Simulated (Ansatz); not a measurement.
B, charge -1, triplet (a gas-phase anion, which may not be bound at this level). Base run: CCSD(T)/cc-pVTZ in Ansatz (a quantum-chemistry and plane-wave program).

Here is a job for Ansatz.
Ansatz 0.2 input:
```yaml
crystal:
  periodic: [false, false, false]
  atoms:
    - {symbol: B, position_ang: [0.00000000, 0.00000000, 0.00000000]}
basis:
  gaussian:
    orbitals: cc-pVTZ
total_charge: -1
magnetization: {spin_polarized: true, initial_magnetization: 2}
correlation: {method: ccsd_t}
```

Variants of this job, named by their change:

```tsv
change	ΔE vs base (mEh)	MP2 correlation (Eh)	CC correlation without the perturbative part (Eh)	basis functions
base	0.000	-0.05925	-0.07801	30
diis_vectors = 4	0.000	-0.05925	-0.07801	30
reference functional = pbe0	0.549	-	-0.07928	30
lower_state_search = off	0.000	-0.05925	-0.07801	30
electrons = outside_noble_gas	0.000	-0.05925	-0.07801	30
method = bccd	2.604	-0.05925	-0.07794	30
accuracy = high	0.000	-0.05925	-0.07801	30
diis_vectors = 2	0.000	-0.05925	-0.07801	30
method = rpa	-10.570	-	-	30
electrons = all	-7.596	-0.06670	-0.08546	30
```

A gas-phase anion may not be bound at this level; its values then depend on the basis.
